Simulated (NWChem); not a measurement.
All runs are NWChem calculations. System: H2BF2N, charge 0, spin multiplicity 1, at a geometry optimised with B3LYP/def2-SVP. The structure started from a generated list of species. Level: G0W0@PBE0/def2-SVP, RI basis def2-svp-rifit.

Output (cleaned and shortened):

```
             Northwest Computational Chemistry Package (NWChem) 7.3.0
             --------------------------------------------------------

                                NWChem Input Module
                                -------------------

 Scaling coordinates for geometry "geometry" by  1.889725989
 (inverse scale =  0.529177249)

 Turning off AUTOSYM since
 SYMMETRY directive was detected!

                             Geometry "geometry" -> ""
                             -------------------------

 Output coordinates in angstroms (scale by  1.889725989 to convert to a.u.)

  No.       Tag          Charge          X              Y              Z
 ---- ---------------- ---------- -------------- -------------- --------------
    1 B                    5.0000     0.00000000     0.00000000    -0.03829600
    2 F                    9.0000     1.13997600     0.00000000    -0.72911000
    3 F                    9.0000    -1.13997600     0.00000000    -0.72911000
    4 N                    7.0000     0.00000000     0.00000000     1.35859400
    5 H                    1.0000    -0.85282900     0.00000000     1.90264800
    6 H                    1.0000     0.85282900     0.00000000     1.90264800

 Effective nuclear repulsion energy (a.u.)     112.4329108299

            Nuclear Dipole moment (a.u.)
            ----------------------------
        X                 Y               Z
 ---------------- ---------------- ----------------
     0.0000000000     0.0000000000    -0.0000113384

      Symmetry information
      --------------------

 Group name             C2v
 Group number             16
 Group order               4
 No. of unique centers     4

      Symmetry unique atoms

     1    2    4    5


 Summary of "ao basis" -> "" (spherical)
 ------------------------------------------------------------------------------
       Tag                 Description            Shells   Functions and Types
 ---------------- ------------------------------  ------  ---------------------
 *                          def2-svp                  on all atoms

 new library libraries.bse/

 Summary of "ri basis" -> "" (spherical)
 ------------------------------------------------------------------------------
       Tag                 Description            Shells   Functions and Types
 ---------------- ------------------------------  ------  ---------------------
 *                       def2-svp-rifit               on all atoms

                                 NWChem DFT Module
                                 -----------------

 Summary of "ao basis" -> "ao basis" (spherical)
 ------------------------------------------------------------------------------
       Tag                 Description            Shells   Functions and Types
 ---------------- ------------------------------  ------  ---------------------
 B                          def2-svp                 6       14   3s2p1d
 F                          def2-svp                 6       14   3s2p1d
 N                          def2-svp                 6       14   3s2p1d
 H                          def2-svp                 3        5   2s1p

 Summary of "ao basis" -> "ao basis" (spherical)
 ------------------------------------------------------------------------------
       Tag                 Description            Shells   Functions and Types
 ---------------- ------------------------------  ------  ---------------------
 B                          def2-svp                 6       14   3s2p1d
 F                          def2-svp                 6       14   3s2p1d
 N                          def2-svp                 6       14   3s2p1d
 H                          def2-svp                 3        5   2s1p

      Symmetry analysis of basis
      --------------------------

        a1         28
        a2          7
        b1         20
        b2         11

            General Information
            -------------------
          SCF calculation type: DFT
          Wavefunction type:  closed shell.
          No. of atoms     :     6
          No. of electrons :    32
           Alpha electrons :    16
            Beta electrons :    16
          Charge           :     0
          Spin multiplicity:     1
[...]
  ----- ------------  ---------------      ----- ------------  ---------------
    20      0.408412  2 F  pz                34      0.408412  3 F  pz
    48      0.268563  4 N  pz                23     -0.261083  2 F  pz
    37     -0.261083  3 F  pz                 6     -0.160058  1 B  pz
    45      0.148857  4 N  s                 51     -0.123958  4 N  pz
     9     -0.105706  1 B  pz                57     -0.094504  5 H  s

 Vector   15  Occ=2.000000D+00  E=-4.133644D-01  Symmetry=b1
              MO Center=  4.2D-14, -3.0D-16, -6.3D-01, r^2= 1.9D+00
   Bfn.  Coefficient  Atom+Function         Bfn.  Coefficient  Atom+Function
  ----- ------------  ---------------      ----- ------------  ---------------
    20      0.343643  2 F  pz                34     -0.343643  3 F  pz
    18      0.335071  2 F  px                32      0.335071  3 F  px
    23     -0.241299  2 F  pz                37      0.241299  3 F  pz
    21     -0.214006  2 F  px                35     -0.214006  3 F  px
    46     -0.083846  4 N  px                 7     -0.070251  1 B  px

 Vector   16  Occ=2.000000D+00  E=-3.088256D-01  Symmetry=b2
              MO Center=  1.7D-15,  5.9D-17,  1.1D+00, r^2= 1.3D+00
   Bfn.  Coefficient  Atom+Function         Bfn.  Coefficient  Atom+Function
  ----- ------------  ---------------      ----- ------------  ---------------
    47      0.547508  4 N  py                50     -0.452765  4 N  py
     5      0.153390  1 B  py                19     -0.151435  2 F  py
    33     -0.151435  3 F  py                22      0.115859  2 F  py
    36      0.115859  3 F  py                 8     -0.050581  1 B  py
    11     -0.042091  1 B  d -1

 Vector   17  Occ=0.000000D+00  E= 5.852063D-02  Symmetry=a1
              MO Center=  5.8D-15,  8.5D-15,  1.6D+00, r^2= 4.3D+00
   Bfn.  Coefficient  Atom+Function         Bfn.  Coefficient  Atom+Function
  ----- ------------  ---------------      ----- ------------  ---------------
    45      1.390312  4 N  s                 58     -0.848039  5 H  s
    63     -0.848039  6 H  s                  3     -0.737342  1 B  s
    44      0.224750  4 N  s                 51      0.223742  4 N  pz
    17      0.205057  2 F  s                 31      0.205057  3 F  s
    43      0.128634  4 N  s                 48     -0.116708  4 N  pz

 Vector   18  Occ=0.000000D+00  E= 8.417016D-02  Symmetry=b2
              MO Center= -5.1D-16,  3.3D-15,  3.2D-02, r^2= 2.2D+00
   Bfn.  Coefficient  Atom+Function         Bfn.  Coefficient  Atom+Function
  ----- ------------  ---------------      ----- ------------  ---------------
     8     -0.665900  1 B  py                 5      0.622355  1 B  py
    50      0.374256  4 N  py                47     -0.279934  4 N  py
    19     -0.238598  2 F  py                33     -0.238598  3 F  py
    22      0.233926  2 F  py                36      0.233926  3 F  py
    53      0.025420  4 N  d -1

 Vector   19  Occ=0.000000D+00  E= 1.212384D-01  Symmetry=b1
              MO Center=  1.0D-14, -2.6D-17,  2.0D+00, r^2= 3.4D+00
   Bfn.  Coefficient  Atom+Function         Bfn.  Coefficient  Atom+Function
  ----- ------------  ---------------      ----- ------------  ---------------
    58      1.341793  5 H  s                 63     -1.341793  6 H  s
    49      0.778846  4 N  px                46     -0.341660  4 N  px
     4     -0.144088  1 B  px                57      0.144282  5 H  s
    62     -0.144282  6 H  s                  7      0.128970  1 B  px
    17     -0.066826  2 F  s                 31      0.066826  3 F  s

 center of mass
 --------------
 x =   0.00000000 y =   0.00000000 z =  -0.15303551

 moments of inertia (a.u.)
 ------------------
         189.024278134223           0.000000000000           0.000000000000
           0.000000000000         370.593540509889           0.000000000000
           0.000000000000           0.000000000000         181.569262375667

     Multipole analysis of the density
     ---------------------------------

     L   x y z        total         alpha         beta         nuclear
     -   - - -        -----         -----         ----         -------
     0   0 0 0     -0.000000    -16.000000    -16.000000     32.000000

     1   1 0 0      0.000000      0.000000      0.000000      0.000000
     1   0 1 0     -0.000000     -0.000000     -0.000000      0.000000
     1   0 0 1      1.118875      0.559443      0.559443     -0.000011

     2   2 0 0    -16.375292    -52.551781    -52.551781     88.728270
     2   1 1 0      0.000000      0.000000      0.000000      0.000000
     2   1 0 1     -0.000000     -0.000000     -0.000000      0.000000
     2   0 2 0    -15.751860     -7.875930     -7.875930      0.000000
     2   0 1 1      0.000000      0.000000      0.000000      0.000000
     2   0 0 2    -13.204501    -59.698157    -59.698157    106.191812

 Task  times  cpu:        1.1s     wall:        1.1s

                                NWChem Input Module
                                -------------------

                                 NWChem GW Module
                                 ----------------

                             ***********************
                             ***        GW       ***
                             ***********************

 Summary of "ri basis" -> "ri basis" (spherical)
 ------------------------------------------------------------------------------
       Tag                 Description            Shells   Functions and Types
 ---------------- ------------------------------  ------  ---------------------
 B                       def2-svp-rifit             16       48   6s5p4d1f
 F                       def2-svp-rifit             16       48   6s5p4d1f
 N                       def2-svp-rifit             16       48   6s5p4d1f
 H                       def2-svp-rifit              6       14   3s2p1d

                 Memory Information
                 ------------------
          Available GA per process is          1700.0 MBs
          Available stack per process is        700.0 MBs
          Available heap per process is           0.0 MBs

          Peak memory in Initialization
              Peak GA per process is                  2.4 MBs
              Peak stack per process is               0.0 MBs
              Peak heap per process is                2.5 MBs
              Memory not in MA per process            0.0 MBs

          Peak memory in AFF Calculation
              Peak GA per process is                  8.2 MBs
              Peak stack per process is               4.9 MBs
              Peak heap per process is                0.0 MBs
              Memory not in MA per process            4.9 MBs

          Computing 2-center integrals
          Computing Inverse Cholesky factor
          Computing 3-center integrals
          Computing V_xc ...

          Computing Sigma_x
          Computing RPA polarizability
          Solving quasiparticle equations

                  Alpha Orbitals
          State     Energy (eV)     Error (eV)
          -----------------------------------
@GW        13        -14.368           0.002
@GW        14        -14.300           0.002
@GW        15        -13.994           0.002
@GW        16        -10.645           0.005
@GW        17          3.908           0.005
@GW        18          5.403           0.002

   Applying  -2.2416 eV scissor-shift to rest of particle states

   Applying   2.3157 eV scissor-shift to rest of hole states

     GW Timing Statistics
   ------------------------
   Init.   :          0.0s
     ERIs  :          0.2s
     Distr.:          0.0s
     Vxc   :          0.2s
   Sigma_x :          0.0s
   RPA     :          0.1s
   Wmn     :          0.0s
   Sigma_c :          0.0s
   GW total:          0.5s

 Task  times  cpu:        0.5s     wall:        0.5s

 Total times  cpu:        1.6s     wall:        1.6s
```

Problem. Write an NWChem input that would produce this output.

Solution. Several could match; the one computed here: 
```
start mol
memory heap 200 mb stack 700 mb global 1700 mb
geometry units angstroms nocenter noautoz
  B      0.000000     0.000000    -0.038296
  F      1.139976     0.000000    -0.729110
  F     -1.139976     0.000000    -0.729110
  N      0.000000     0.000000     1.358594
  H     -0.852829     0.000000     1.902648
  H      0.852829     0.000000     1.902648
  symmetry group C2v
end
basis spherical
  * library def2-svp
end
basis "ri basis" bse spherical
  * library def2-svp-rifit
end
dft
  xc pbe0
  iterations 100
  direct
  tolerances tight
end
task dft energy
gw
  states alpha occ 4 vir 2
end
task dft gw
```
